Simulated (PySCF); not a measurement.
pinacolborane (C6H13BO2), singlet, at a GFN2-xTB geometry. Base run: WB97X/STO-3G (PySCF).

Input for PySCF:
```python
from pyscf import gto, scf, dft

mol = gto.M(
    atom='''
C    -1.775045   -0.154192    0.958104
C    -0.768406   -0.137303   -0.198803
C    -1.158231   -1.213830   -1.210173
O    -0.869425    1.148414   -0.816925
B     0.216795    1.882242   -0.477652
O     1.137814    1.181781    0.225597
C     0.730922   -0.188137    0.281390
C     0.935896   -0.716514    1.700032
C     1.646411   -0.962622   -0.674692
H    -2.767271    0.033777    0.554408
H    -1.548589    0.635593    1.669693
H    -1.775515   -1.115218    1.463522
H    -2.205490   -1.085398   -1.472346
H    -0.572775   -1.130353   -2.120039
H    -1.022184   -2.202214   -0.779847
H     0.345701    3.001426   -0.761665
H     0.432053   -0.091414    2.430084
H     1.999046   -0.706978    1.927193
H     0.568582   -1.736022    1.779244
H     1.555752   -0.573395   -1.685477
H     2.676287   -0.823716   -0.353947
H     1.414028   -2.023263   -0.667077
''',
    basis='sto-3g',
    charge=0,
    spin=0,
    verbose=4,
)

mf = dft.RKS(mol)
mf.xc = 'wb97x'
mf.kernel()
mf.analyze()
```

Each row names what was changed in the base input (with any setting that the change needs).

```tsv
change	ΔE vs base (µEh)	grid points	electrons on the grid
base	0.0	254424	69.99991
grids.atom_grid = (50, 194)	-48.2	145192	70.00029
grids.radi_method = delley	-5.3	273184	69.99991
grids.prune = dft.gen_grid.treutler_prune	140	218752	69.99990
grids.level = 7	-28.6	1431104	70.00000
grids.level = 4	-35.8	460480	69.99999
grids.radi_method = mura_knowles	-1.4	242368	69.99991
grids.level = 2	5.5	170712	69.99991
small_rho_cutoff = 0	0.0	254424	69.99991
grids.atom_grid = (75, 302)	0.7	319816	69.99991
grids.level = 5	-27.1	693008	70.00000
```
